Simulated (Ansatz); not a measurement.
# Stretch profile

BNH$_{4}$O$_{2}$ (SMILES NB(O)O), closed shell, at its PBE0-D4/def2-TZVP minimum:

N1  (-0.649, 0.947, 0.045)
B2  (0.243, -0.143, -0.048)
O3  (1.545, 0.109, -0.395)
O4  (-0.116, -1.453, 0.190)
H5  (-1.618, 0.874, 0.289)
H6  (-0.338, 1.884, -0.138)
H7  (2.060, -0.699, -0.429)
H8  (-1.035, -1.576, 0.429)
(Å)

The bond length B2–O4 (1.379 Å at the minimum) is set to the values below, the two halves moving rigidly along the bond. Each method's energies count from its own value at the PBE0-D4 minimum structure. Program: Ansatz 0.2.0. Basis: def2-TZVPP. Cores are frozen in the correlated methods.

CCSD(T) energies along the scan:
```csv
bond length (Å),CCSD(T) (kcal/mol)
1.130,49.63
1.189,25.70
1.274,6.88
1.373,0.05
1.483,3.53
1.602,14.17
1.728,28.90
1.860,45.41
1.999,62.32
```
They count from the CCSD(T) energy at the PBE0-D4 minimum.

Minimum and curvature along this coordinate at CCSD(T): A fifth-order fit through the nearest points gives 1.385 Å, with a curvature of about 38 eV/Å².

Task: Treat the two halves as rigid bodies and work out the harmonic wavenumber of this stretch from that curvature (ν̃ = 521.5 √(k/μ) cm⁻¹ with k in eV/Å² and μ in u).

Result: The halves weigh 43.84 and 17.01 u, so μ = 43.84 × 17.01/60.85 = 12.255 u and ν̃ = 521.5 √(38/12.255) ≈ 920 cm⁻¹. A true normal mode mixes in other motions, so this is a guide only.

Largest difference from the CCSD(T) curve over the scan: r2SCAN-D4 1.80; PBE0-D4 2.59; MP2 0.11 kcal/mol. Each curve counts from its own value at the minimum.

T1 diagnostic: at most 0.015.

For scale, one of the runs: CCSD(T)/def2-TZVPP, 180 basis functions (an equivalent command: `ansatz run in.yaml --threads 4`). Hardware: 4 CPU threads, shared host. Wall time 29 s; peak host memory 1.9 GiB.
